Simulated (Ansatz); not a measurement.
Reaction (formal hydrolysis of the Si–Br bond): `BrC[SiH2]Br` + H₂O → `O[SiH2]CBr` + HBr

Calculated with Ansatz (gas phase, PBE0-D4/def2-TZVP geometries, no zero-point term in ΔE). CBS: MP2 limit from def2 TZ/QZ plus the TZ coupled-cluster correction, frozen cores. This one scheme is used for every species. Functionals use def2-TZVPP. For Br outer-core shells are correlated without core-valence functions, which leaves a few kJ/mol of doubt a bond. Scalar relativity is left out up to krypton. Each species was taken in one conformer, which may not be the lowest.

Is it downhill or uphill in electronic energy at CCSD(T)/CBS, and by how much? (Best estimate.)

The calculation gave: Uphill: ΔE = +0.11 eV.

What do these levels give: PBE-D4, r2SCAN-D4, PBE0-D4, PBE, r2SCAN, MP2/def2-TZVPP, SCS-MP2/def2-TZVPP, CCSD(T)/def2-TZVPP, HF/def2-QZVPP, MP2/def2-QZVPP, SCS-MP2/def2-QZVPP, MP2/CBS(def2)? (Best estimate.)

The calculation gave: PBE-D4 0.13, r2SCAN-D4 0.06, PBE0-D4 0.14, PBE 0.11, r2SCAN 0.06, MP2/def2-TZVPP 0.09, SCS-MP2/def2-TZVPP 0.04, CCSD(T)/def2-TZVPP 0.03, HF/def2-QZVPP -0.03, MP2/def2-QZVPP 0.13, SCS-MP2/def2-QZVPP 0.07, MP2/CBS(def2) 0.16 eV.

Largest T1 diagnostic among the species: 0.009.

In def2-TZVPP, CCSD(T) changes the Hartree–Fock value by +0.06 eV (the triples alone add +0.01 eV) and MP2 by +0.11 eV. The D4 term adds +0.04 eV with B3LYP and +0.02 eV with PBE0; it sums over pairs of atoms, weighted by their polarisabilities, and B3LYP, whose exchange is more repulsive, gets the larger term.

B3LYP here is the variant with VWN-RPA as its local correlation; programs differ in this.
